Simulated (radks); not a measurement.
Spherical jellium clusters: N electrons in a uniform positive sphere of charge N and radius rs N^(1/3), rs = 5.04 bohr. Calculated with a radial shooting solver with Libxc functionals: non-relativistic Kohn-Sham, PBE, spin-polarised, spherical densities. Levels are named by radial order and angular momentum (1s, 1p, 1d, 2s, ...), and open shells are averaged over m. Each electron was tried in the lowest free levels, single moves between levels near the top were tried too, and the lowest total energy was kept; such a search can miss a lower state. The series stops at N = 8: beyond it a trial failed or the search could not be trusted, so later rows were left out. Energies include the self-energy of the background; IP and EA are vertical (highest electron removed, lowest free level filled), at fixed background; spill-out counts the electrons outside the background radius R, and alpha is the static dipole polarisability from linear response (closed shells only). A dash means not computed or, for alpha, an open shell; in EA it means that no bound solution was reached, which is typical of self-interaction and does not show that the anion is unstable. Real open-shell clusters deform, which this model forbids.

| N | open shells | 2S | E/N (eV) | E(N+1) + E(N-1) - 2E(N) (eV) | EA (eV) | -e(HOMO) (eV) | spill-out (e) |
|---|---|---|---|---|---|---|---|
| 1 | 1s(up 1, down 0) | 1 | -1.475 | - | - | 2.651 | 0.29 |
| 2 | none | 0 | -1.695 | 0.636 | - | 2.662 | 0.44 |
| 3 | 1p(up 1, down 0) | 1 | -1.556 | -0.514 | - | 1.991 | 0.68 |
| 4 | 1p(up 2, down 0) | 2 | -1.615 | -0.308 | - | 2.366 | 0.81 |
| 5 | 1p(up 3, down 0) | 3 | -1.712 | 0.416 | - | 2.592 | 0.91 |
| 6 | 1p(up 3, down 1) | 2 | -1.707 | -0.342 | - | 2.272 | 1.03 |
| 7 | 1p(up 3, down 2) | 1 | -1.753 | -0.209 | 1.366 | 2.524 | 1.12 |
| 8 | none | 0 | -1.814 | - | - | 2.687 | 1.20 |

All shells are closed at N = 2, 8 (there: 1s2 1p6); the second difference of the energy has clear peaks (12 % above both neighbours; the first and last values, which can be the largest, are not judged, and half-filled shells can peak too) at N = 5.
